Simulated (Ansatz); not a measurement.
Species: germanium monoxide, GeO (charge 0, singlet). 
Geometry from a B3LYP-D3(BJ)/def2-TZVP (Ansatz, a quantum-chemistry and plane-wave program) optimisation:
```xyz
2

Ge     0.0000     0.0000    -0.3265
O      0.0000     0.0000     1.3060
```
Charge 0, spin multiplicity 1.

Basis-set convergence of Hartree-Fock and CCSD correlation energies (hartree) with Ansatz. Valence correlation only, unless marked. Spin-orbit coupling is left out. Frozen are the shells of the preceding noble gas and the d and f shells that filled before the atom's block. No relativistic terms.

The T1 diagnostic of CCSD in the largest basis is 0.030, which is high, so the coupled-cluster rows are less sure than usual.

| basis | functions | E(HF) | E(corr, CCSD) |
|---|---|---|---|
| def2-SVPD | 61 | -2149.89704 | -0.29137 |
| def2-TZVPPD | 94 | -2150.25312 | -0.33949 |
| def2-QZVPPD | 161 | -2150.29808 | -0.35824 |

Extrapolating the two largest sets (X = 3 and 4) as X^-3: E(corr) = (64·(-0.35824) - 27·(-0.33949))/37 = -0.3719 Eh, an estimate of the basis-set limit. The largest set recovers 96.3 % of it, the smallest 78.3 %.
